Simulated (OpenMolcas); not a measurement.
# 2s2 2p2 along the 6-electron sequence

```json
{"Program": "OpenMolcas", "Method": "CASSCF", "Basis": "ANO-RCC-VQZP", "Scalar Hamiltonian": "DKH2, point nucleus", "Spin-orbit coupling": "state interaction with AMFI integrals over the reference wave functions, term energies averaged over their components"}
```

Active space for each ion: 4 electrons in 4 orbitals (2s 2p).

Computed levels in cm-1 above 3P0:

| Level | N+ | O2+ | F3+ | Ne4+ |
| --- | --- | --- | --- | --- |
| 3P1 | 44.7 | 104 | 216 | 392 |
| 3P2 | 133 | 306 | 631 | 1130 |
| 1D2 | 17499 | 22676 | 27881 | 32966 |
| 1S0 | 30671 | 40557 | 50977 | 61074 |
| weight of 3P in the lowest level (%) | 100 | 100 | 100 | 100 |

Measured, with the error of the calculation in %. Measured levels: N+ from NIST Handbook of Basic Atomic Spectroscopic Data; O2+ from Moore, Selected Tables of Atomic Spectra, NSRDS-NBS 3, section 11; F3+ from Moore, Atomic Energy Levels, vol. I, NSRDS-NBS 35 (1971 reprint of NBS Circular 467, 1949); Ne4+ from NIST levels in Podobedova, Fuhr, Reader and Wiese, J. Phys. Chem. Ref. Data 33, 525 (2004).

| Level | N+ | O2+ | F3+ | Ne4+ |
| --- | --- | --- | --- | --- |
| 3P1 | 48.7 (-8.1) | 113 (-8.4) | 225 (-4.0) | 412 (-4.9) |
| 3P2 | 131 (+1.5) |  | 613 (+2.9) | 1110 (+1.8) |
| 1D2 | 15316 (+14.3) | 20273 (+11.9) | 25241 (+10.5) | 30292 (+8.8) |
| 1S0 | 32689 (-6.2) | 43186 (-6.1) | 53544 (-4.8) | 63914 (-4.4) |

The fine-structure level 3P2 changes by a factor of 8.5 from N+ to Ne4+. Its fourth root runs 3.40, 4.18, 5.01, 5.80, with steps per unit of Z of 0.79, 0.83, 0.79; equal steps would mean a (Z - σ)^4 law with constant σ.

1D2 changes by a factor of 1.88 over the same range, with steps per unit of Z of +5180, +5200, +5080 cm-1.

Without dynamic correlation excited terms often stand tens of per cent too high (terms of higher spin than the ground term too low), and those without a measured partner can miss by more than the paired ones (holds for N+). Measured partners are found by configuration, term and J. A level has none where our copy of the source lacks it or the pairing is in doubt (some pairs that miss far off the trend of their configuration count as doubtful), and it then counts in no deviation. Only configurations of the active space appear.
